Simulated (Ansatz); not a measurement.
# One elementary step

Start structure (BH2SBrF2, singlet), relaxed at PBE0-D4/def2-TZVP:

B1  (-0.662, 0.035, -1.067)
S2  (1.092, 0.293, -0.704)
F3  (-1.051, -1.142, -1.503)
F4  (-1.557, 0.986, -0.913)
H5  (0.808, -0.648, 1.588)
Br6  (0.434, -1.087, 2.899)
H7  (0.935, 1.564, -0.299)
(Å)

The step: BHSF₂ ([F][B]([F])[SH]) + HBr → BBrF₂ ([F][B]([F])[Br]) + H₂S; bonds formed: B1–Br6, S2–H5; bonds broken: B1–S2, H5–Br6. Program: Ansatz 0.2.0. Basis: def2-TZVPP and def2-QZVPP. Cores are frozen in the correlated methods. Filled d shells of the heavier atoms are correlated. The def2 sets are not built for correlating such inner shells, so the correlated values are less sure here. Extrapolation: Hartree–Fock as exp(−7.88 √X), correlation as X^−2.97. Energies below are by CCSD(T) at an estimated basis limit (MP2 extrapolated from triple and quadruple zeta, plus CCSD(T) − MP2 in triple zeta).

(1) What are the electronic barrier and the energy of the step, from the start structure to the end structure? (To be estimated.)

T1 diagnostic: at most 0.012.

## Answers

(1) By the calculation: Barrier 20.98 kcal/mol; step energy -2.35 kcal/mol (downhill); reverse barrier, their difference, 23.33 kcal/mol. Barrier and step energy count from the start structure, the reverse barrier from the end structure.

The saddle point: One imaginary mode of 740i cm⁻¹.
```json
{"pair": "B1–Br6", "start (Å)": "4.26", "saddle (Å)": "2.38", "end (Å)": "1.92"}
{"pair": "S2–H5", "start (Å)": "2.49", "saddle (Å)": "1.64", "end (Å)": "1.34"}
{"pair": "B1–S2", "start (Å)": "1.81", "saddle (Å)": "1.96", "end (Å)": "2.98"}
{"pair": "H5–Br6", "start (Å)": "1.43", "saddle (Å)": "1.70", "end (Å)": "3.61"}
```

Zero-point energy (harmonic, PBE0-D4): ZPE is 16.91 kcal/mol at the start and 15.69 kcal/mol at the saddle, so the barrier goes from 20.98 to 19.76 kcal/mol.

Labels in which every atom is bracketed show which atoms are joined, not bond orders.

For scale, one of the runs: CCSD(T)/def2-TZVPP, 211 basis functions (an equivalent command: `ansatz run in.yaml --threads 4`). Time: 2.4 min of wall clock on 4 CPU threads; the host was shared. Peak host memory: 3.2 GiB.
